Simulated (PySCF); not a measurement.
A calculated (TPSS, PySCF 2.14, x2c-SVPall, scalar relativity by spin-free X2C-1e) atom or ion has these occupied shells.

| shell | electrons | orbital energy (eV) | rms radius, mean of both spins (bohr) |
| --- | --- | --- | --- |
| 1s α | 1 | -8221.2 | 0.0624 |
| 1s β | 1 | -8221.2 | 0.0624 |
| 2s α | 1 | -986.02 | 0.265 |
| 2s β | 1 | -985.05 | 0.265 |
| 2p α | 3 | -847.34 | 0.238 |
| 2p β | 3 | -846.55 | 0.238 |
| 3s α | 1 | -113.56 | 0.796 |
| 3s β | 1 | -111.08 | 0.796 |
| 3p α | 3 | -73.329 | 0.849 |
| 3p β | 3 | -70.850 | 0.849 |
| 3d α | 5 | -9.966 | 1.17 |
| 3d β | 3 | -8.495 | 1.17 |
| 4s α | 1 | -5.792 | 3.04 |
| 4s β | 1 | -5.402 | 3.04 |

Problem. Name the element and its charge.

Solution. Ni (nickel, neutral), in [Ar] 3d8 4s2, high-spin 3F determinant.
